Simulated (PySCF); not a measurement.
# Se⁺ (selenium, charge +1) across methods

[Ar] 3d10 4s1 4p3 5s1, high-spin 6S determinant (an excited configuration). All numbers are calculated (PySCF 2.14, a scalar-relativistic core potential, in aug-cc-pVTZ-PP with one added diffuse shell each of s, d, f type with ECP10MDF (7s5p5d3f, 68 functions)). The B2PLYP total includes its PT2 part (frozen core); its orbital energies are those of the SCF part.

| method | E (hartree) | mean ε 4s α (eV) | mean ε 4p α (eV) | mean ε 5s α (eV) | Σ⟨r²⟩ (bohr²) | ⟨S²⟩ |
| --- | --- | --- | --- | --- | --- | --- |
| r2SCAN | -371.9113 | -34.803 | -21.930 | -7.601 | 47.21 | 8.752 |
| PBE | -372.0184 | -33.468 | -21.201 | -7.574 | 46.82 | 8.751 |
| PBE0 | -372.0010 | -36.129 | -22.795 | -8.062 | 47.08 | 8.751 |
| CAM-B3LYP | -371.9848 | -37.655 | -24.012 | -8.793 | 47.15 | 8.750 |
| r2SCANh | -371.9144 | -35.702 | -22.472 | -7.798 | 47.21 | 8.751 |
| BP86 | -372.1697 | -33.535 | -21.264 | -7.756 | 46.52 | 8.751 |
| LDA | -371.4522 | -33.571 | -21.229 | -7.786 | 46.34 | 8.751 |
| UHF | -370.88711 | -43.380 | -26.988 | -9.223 | 48.51 | 8.751 |

(1) Estimate the same row for B2PLYP.

Energies and moments cover only the electrons outside the core potential. The outer electron is Rydberg-like, and this basis confines it to a smaller radius and binds it less than a complete one would.

Answers

(1) E (hartree) = -371.6384; mean ε 4s α (eV) = -38.669; mean ε 4p α (eV) = -24.144; mean ε 5s α (eV) = -8.392; Σ⟨r²⟩ (bohr²) = 47.67; ⟨S²⟩ = 8.751.
